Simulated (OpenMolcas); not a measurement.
Pr³⁺.

```
Program             : OpenMolcas
Method              : CASSCF
Basis               : ANO-RCC-VTZP [8s7p5d3f2g1h]
Scalar Hamiltonian  : DKH2, point nucleus
Active space        : 2 electrons in 7 orbitals (4f)
State averaging     : 2S+1 = 3 even, 21 roots; 2S+1 = 1 even, 28 roots
Spin-orbit coupling : state interaction with AMFI integrals over the reference wave functions, term energies averaged over their components
```

Levels without dynamic correlation, in cm-1 above 4f2 3H4:

```csv
Level,E
4f2 1I6,28089
4f2 3F2,6794
4f2 1D2,23486
4f2 3P0,29542
4f2 1S0,64366
```

On this reference, SS-CASPT2, IPEA 0.25 Eh, imaginary shift 0.1 Eh (closed shells correlated: 5s 5p) puts 4f2 1I6 at 25620 cm-1.

Task: Estimate the other levels at that method by one scale factor, and say how well it serves.

Result: The factor is 25620 / 28089 = 0.912. Scaled values beside those that SS-CASPT2 gives and measured ones (Martin, Zalubas and Hagan, Atomic Energy Levels: The Rare-Earth Elements, NSRDS-NBS 60 (1978)):
```csv
Level,Scaled,SS-CASPT2,Miss (%),Measured
4f2 3F2,6196,5440,+13.9,4997
4f2 1D2,21419,19280,+11.1,17334
4f2 3P0,26942,24850,+8.4,21390
4f2 1S0,58702,51420,+14.2,
```
For these levels the scaled values miss SS-CASPT2 by up to 14.2 %, as correlation changes each term by its own factor, spin-orbit parts do not scale and CASPT2 has its own spread within terms. This holds within one configuration; levels of others move differently, and the target method has errors of its own against measurement.

CASPT2 does not keep the components of a term degenerate, so their means are used; among the terms shown or strongly mixed into the levels shown the widest spread is 880 cm-1 (4f2 1I, SS-CASPT2). Without dynamic correlation excited terms often stand tens of per cent too high (terms of higher spin than the ground term too low), and those without a measured partner can miss by more than the paired ones (holds for CASSCF). The CASPT2 spread within a term exceeds the gap to the next term for 4f2 1I and 4f2 3P, so the order of their levels is uncertain (holds for SS-CASPT2). Some terms miss by over 15 % even with CASPT2, which points to a basis or an active space too small for the shells correlated (holds for SS-CASPT2). Measured partners are found by configuration, term and J. A level has none where our copy of the source lacks it or the pairing is in doubt (some pairs that miss far off the trend of their configuration count as doubtful), and it then counts in no deviation. Only configurations of the active space appear.
